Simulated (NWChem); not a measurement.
Molecule: C₂HClF₂Si; SMILES C#C[Si](F)(Cl)F

```xyz
7

C      0.9581    -2.7083     0.0000
C      0.4311    -1.6134     0.0000
Si    -0.3389     0.0166     0.0000
F     -1.2753     0.1858     1.2883
F     -1.2753     0.1858    -1.2883
Cl     1.0437     1.4982     0.0000
H      1.4239    -3.6791     0.0000
```
Atoms are numbered in this order, from 1.

Level: PBE0/def2-SVP (NWChem), optimised geometry, unscaled harmonic frequencies. 

List the harmonic frequencies with IR intensities, and the thermochemistry.


```tsv
frequency (cm⁻¹)	IR intensity (km/mol)
113	1.0
135	0.8
222	0.7
258	5.0
317	40.6
370	38.2
377	36.1
553	53.3
719	284.4
764	30.4
768	24.5
920	211.1
992	163.2
2187	93.6
3471	54.1
```

| Property | Value |
|---|---|
| zero-point energy | 17.4 kcal/mol |
| thermal correction to the enthalpy at 298.15 K (with zero-point energy) | 22.3 kcal/mol |
| heat capacity Cv | 22.3 cal/(mol K) |
| entropy at 298.15 K and 1 atm (symmetry number 1) | 83.2 cal/(mol K) |
| dipole moment | 2.54 D |

Rigid rotor and harmonic oscillator.
